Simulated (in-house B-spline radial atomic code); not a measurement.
Configurations of Tc+, with energies counted from [Kr] 4d5 5s1. Method: scalar-relativistic (X2C) B97-1, spin-polarised, spherical fractional occupations, Fermi nucleus of rms radius 4.41117 fm. Calculated with a B-spline radial code for spherical atoms. Caution: exact exchange at fractional occupations of open shells leaves self-interaction of up to several eV. Shells without spins written out take the highest spin.

Occupations are held fixed; configurations that lie above the ionisation limit could autoionise.

| configuration | E - E(ref) (eV) | highest orbital | its <r> (bohr) |
| --- | --- | --- | --- |
| [Kr] 4d(4 up, 1 down) 5s(1 up, 0 down) | 4.9338 | 4d down | 1.758 |
| [Ar] 3d10 4s2 4p5 4d5 5s1 5d1 | 52.664 | 5d up | 5.865 |
| [Ar] 3d10 4s2 4p5 4d5 5s1 6d1 | 54.841 | 6d up | 11.06 |
| [Ar] 3d10 4s2 4p5 4d5 5s1 5f1 | 55.786 | 5f up | 14.16 |
| [Ar] 3d10 4s2 4p(3 up, 2 down) 4d(5 up, 0 down) 5s(0 up, 1 down) 6f(0 up, 1 down) | 57.523 | 6f down | 21.56 |
| [Ar] 3d10 4s2 4p(2 up, 3 down) 4d(5 up, 0 down) 4f(1 up, 0 down) 5s(1 up, 0 down) | 59.902 | 4f up | 8.599 |
| [Ar] 3d9 4s2 4p6 4d5 4f1 5s1 | 274.87 | 4f up | 8.67 |
| [Ar] 3d9 4s2 4p6 4d5 5s1 6d1 | 274.91 | 6d up | 10.96 |

(1) Order these further configurations by energy, lowest first.
A. [Ar] 3d9 4s2 4p6 4d5 5s1 6p1
B. [Kr] 4d(5 up, 0 down) 5s(0 up, 1 down)
C. [Ar] 3d10 4s2 4p(3 up, 2 down) 4d(1 up, 4 down) 5s(0 up, 1 down) 6p(1 up, 0 down)
D. [Kr] 4d5 6d1
E. [Kr] 4d5 5f1

(2) How far above the reference does [Kr] 4d(2 up, 2 down) 5s(0 up, 1 down) 5p(1 up, 0 down) lie?

(3) How far above the reference does [Kr] 4d5 5p1 lie?

(4) How far above the reference does [Kr] 4d4 5s1 5f1 lie?

Answers

(1) B (0.78279 eV), D (11.845 eV), E (12.734 eV), C (62.84 eV), A (273.12 eV).

(2) 16.985 eV; its least bound orbital is 5p up with <r> = 3.658 bohr.

(3) 5.1822 eV; its least bound orbital is 5p up with <r> = 3.805 bohr.

(4) 19.607 eV; its least bound orbital is 5f up with <r> = 14.21 bohr.
